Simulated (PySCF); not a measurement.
**Basis and Hamiltonian dependence of the excitation energy of Tc²⁺**

Tc²⁺ [Kr] 4d5 (6S) → Tc²⁺ [Kr] 4d4 5s1 (6D). All values are computed (PySCF 2.14, energy differences of UHF-based or UKS calculations, no spin-orbit coupling). Values in eV.

| basis | Hamiltonian | functions | UHF | r2SCAN | PBE0 | MP2 (valence) | CCSD(T) (valence) | CCSD(T) (valence and next inner shell) |
| --- | --- | --- | --- | --- | --- | --- | --- | --- |
| aug-cc-pVDZ-PP with ECP28MDF | ECP | 54 | 5.878 | 5.549 | 5.664 | 5.988 | 5.981 | n/a |
| def2-TZVPPD with the def2 core potential (28 electrons) | ECP | 56 | 5.774 | 5.516 | 5.610 | 5.944 | 5.938 | 5.687 |
| ANO-RCC-VTZP | spin-free X2C | 68 | 5.775 | 5.756 | 5.778 | 5.955 | 5.948 | 5.769 |
| x2c-TZVPPall | spin-free X2C | 79 | 5.760 | 5.793 | 5.809 | 5.952 | 5.949 | 5.765 |
| def2-QZVPPD with the def2 core potential (28 electrons) | ECP | 88 | 5.702 | 5.390 | 5.505 | 5.875 | 5.867 | 5.620 |
| aug-cc-pVTZ-PP with ECP28MDF | ECP | 88 | 5.694 | 5.374 | 5.496 | 5.845 | 5.834 | n/a |
| x2c-TZVPPall with one added diffuse shell each of s, p, d, f type | spin-free X2C | 95 | 5.745 | 5.760 | 5.781 | 5.932 | 5.926 | 5.738 |
| aug-cc-pVTZ-DK | spin-free X2C | 102 | 5.657 | 5.581 | 5.628 | 5.809 | 5.797 | n/a |
| aug-cc-pVTZ-PP with one added diffuse shell each of s, p, d, f, g type with ECP28MDF | ECP | 113 | 5.693 | 5.373 | 5.496 | 5.845 | n/a | n/a |
| x2c-QZVPPall | spin-free X2C | 118 | 5.655 | 5.593 | 5.639 | 5.820 | n/a | n/a |
| aug-cc-pwCVTZ-PP with ECP28MDF | ECP | 122 | 5.689 | 5.368 | 5.492 | 5.860 | n/a | n/a |
| dyall-av2z | non-relativistic | 136 | 6.801 | 6.821 | 6.791 | 6.956 | n/a | n/a |
| aug-cc-pwCVQZ-PP with ECP28MDF | ECP | 180 | 5.678 | n/a | n/a | n/a | n/a | n/a |

Question: Estimate the row for aug-cc-pwCVDZ-PP with ECP28MDF (ECP, 70 functions).

Answer: From the rows with the same Hamiltonian and similar size; the calculation gives UHF 5.76; r2SCAN 5.49; PBE0 5.59; MP2 (valence) 5.94; CCSD(T) (valence) 5.93; CCSD(T) (valence and next inner shell) 5.55 (eV).

Frozen in the all-electron rows: valence: [Kr]; valence and next inner shell: [Ar] 3d10; with a core potential, the same shells as far as they lie outside it.

Non-relativistic rows lack the scalar-relativistic shift.
